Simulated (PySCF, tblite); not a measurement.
Isomers of C7H6F (doublet state), one GFN2-xTB conformer each. Single-point energies are computed at B3LYP/pcH-1 (PySCF, gas phase, no added dispersion term), electronic only. GFN2-xTB treats the open shell by occupation alone, and not every SCF solution was tested for stability.

| SMILES | GFN2-xTB relative energy (kcal/mol) |
| --- | --- |
| [CH2]c1cccc(F)c1 | 0.0 |
| C#C[C@@H]1[CH][C@]12C[C@@H]2F | 93.4 |

Conformers: `[CH2:1][c:2]1[cH:3][cH:4][cH:5][c:6]([F:7])[cH:8]1` (doublet state) with H–C1–C2–C3 180° and 0°.

Question: What does B3LYP/pcH-1 give for the same structures?

Answer: 
```json
{"SMILES": "[CH2]c1cccc(F)c1", "B3LYP/pcH-1 E (Eh)": "-370.17527", "B3LYP/pcH-1 (kcal/mol)": "0.0", "GFN2-xTB (kcal/mol)": "0.0", "point group": "Cs"}
{"SMILES": "C#C[C@@H]1[CH][C@]12C[C@@H]2F", "B3LYP/pcH-1 E (Eh)": "-369.99395", "B3LYP/pcH-1 (kcal/mol)": "113.8", "GFN2-xTB (kcal/mol)": "93.4", "point group": "C1"}
```

Both levels put the same isomer lowest. As drawn, the higher has a three-membered ring and a quaternary carbon, which the lower lacks.

Question: What happens when harmonic zero-point energies from GFN2-xTB frequencies are added?

Answer: 
```json
{"SMILES": "[CH2]c1cccc(F)c1", "ZPE (kcal/mol)": "64.9", "electronic (kcal/mol)": "0.0", "with ZPE (kcal/mol)": "0.0"}
{"SMILES": "C#C[C@@H]1[CH][C@]12C[C@@H]2F", "ZPE (kcal/mol)": "62.7", "electronic (kcal/mol)": "113.8", "with ZPE (kcal/mol)": "111.5"}
```

The zero-point energies span 2.2 kcal/mol. The order is unchanged.
